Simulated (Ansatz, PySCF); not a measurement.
Isomers of C2H3B. Gas-phase values, no solvent. Strings in code marks are SMILES.

Quantity: electronic energy of isomers of C2H3B relative to `B1C=C1`, in kJ/mol. The restricted reference of `B=C=C` is unstable towards unrestricted orbitals.

Level 1: frozen-core CCSD(T)/cc-pVQZ // B3LYP-D3(BJ)/def2-TZVP (Ansatz, an electronic-structure program)
Level 2: frozen-core CCSDT(Q)/cc-pVDZ // B3LYP-D3(BJ)/def2-TZVP (Ansatz)
Level 3: PBE-D3(BJ)/def2-TZVP // B3LYP-D3(BJ)/def2-TZVP (PySCF)
Level 4: SVWN5/6-31G* // B3LYP-D3(BJ)/def2-TZVP (PySCF)

| species | level 2 | level 3 | level 4 |
|---|---|---|---|
| `B=C=C` | 99.1 | 105.1 | 121.0 |
| `BC#C` | 32.02 | 53.9 | 78.0 |

What does level 1 give for each?


- `B=C=C`: 108.6
- `BC#C`: 37.32
